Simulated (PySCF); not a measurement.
From one molecule to another.

First species: C₃H₁₁FOSi₂.
Cartesian coordinates in Å at the GFN2-xTB level; atoms count from 1:
```
atom  x, y, z in Å
C1    -2.354   -0.522   -0.378
C2    -0.978    0.101   -0.154
C3    -0.870    0.646    1.271
Si4    0.416   -1.140   -0.544
O5     1.872   -0.463   -0.264
Si6    2.965    0.668    0.050
F7     2.435    2.054   -0.565
H8    -3.144    0.204   -0.188
H9    -2.503   -1.368    0.290
H10   -2.456   -0.878   -1.401
H11   -0.884    0.954   -0.837
H12   -0.972   -0.157    1.999
H13   -1.653    1.379    1.462
H14    0.093    1.129    1.423
H15    0.389   -2.294    0.355
H16    0.427   -1.513   -1.958
H17    4.167    0.322   -0.681
H18    3.043    0.884    1.483
```

Second species: C6H6FNS.
InChI=1S/C6H6FNS/c1-8-4-5-2-3-6(7)9-5/h2-4H,1H3/b8-4-

Levels: CAM-B3LYP/def2-SVPD for dipole moment, HOMO energy, LUMO energy, HOMO–LUMO gap, static isotropic polarisability and electronic spatial extent ⟨r²⟩ about the centre of nuclear charge; TDDFT CAM-B3LYP/def2-SVPD for lowest singlet excitation; TDA CAM-B3LYP/def2-SVPD for lowest triplet excitation (Tamm–Dancoff); GFN2-xTB for rotational constant A and rotational constant C. Geometries: GFN2-xTB. Each species is one conformer at its optimised geometry, gas phase, non-relativistic unless stated. Electronic properties by PySCF.

Dipoles, sizes and rotational constants follow the conformer. The torsions of the flexible species, by atom-mapped SMILES:
- `[CH3:1][CH:2]([CH3:3])[SiH2:4][O:5][SiH2:6][F:7]`: C1–C2–Si4–O5 -179°, C2–Si4–O5–Si6 -11°, Si4–O5–Si6–F7 -30°
- `[CH3:1]/[N:2]=[CH:3]\[c:4]1[cH:5][cH:6][c:7]([F:8])[s:9]1`: N2–C3–C4–C5 19°

Values for the first species:

```
Dipole moment                                                     : 1.14 D
HOMO energy                                                       : -9.39 eV
LUMO energy                                                       : 1.11 eV
HOMO–LUMO gap                                                     : 10.50 eV
Lowest singlet excitation                                         : 7.38 eV
Lowest triplet excitation (Tamm–Dancoff)                          : 7.07 eV
Static isotropic polarisability                                   : 87.8 au
Electronic spatial extent ⟨r²⟩ about the centre of nuclear charge : 1491 bohr²
Rotational constant A                                             : 3.059 GHz
Rotational constant C                                             : 0.809 GHz
```

Question: Estimate the same properties for the second species, and the change in each.

Answer: 
```tsv
property	first	second	second less first
dipole moment	1.14 D	1.88 D	+0.74 D
HOMO energy	-9.39 eV	-8.13 eV	+1.26 eV
LUMO energy	1.11 eV	-0.59 eV	-1.70 eV
HOMO–LUMO gap	10.50 eV	7.54 eV	-2.96 eV
lowest singlet excitation	7.38 eV	4.23 eV	-3.15 eV
lowest triplet excitation (Tamm–Dancoff)	7.07 eV	3.08 eV	-3.99 eV
static isotropic polarisability	87.8 au	97.6 au	+9.8 au
electronic spatial extent ⟨r²⟩ about the centre of nuclear charge	1491 bohr²	1573 bohr²	+82 bohr²
rotational constant A	3.059 GHz	3.901 GHz	+0.842 GHz
rotational constant C	0.809 GHz	0.677 GHz	-0.132 GHz
```

On the first: The principal polarisabilities are 77.5, 87.8 and 98.1 au; their mean is the isotropic value. A dipole of 1.14 D is allowed in C1, and pure rotational transitions are dipole-allowed.

On the second: The polarisability is 14.47 Å³ as a volume (1 au = 0.148185 Å³), or 1.32 au for each of the 74 electrons. The 8 singlets span 4.23 to 6.66 eV, and their oscillator strengths add up to 0.44.
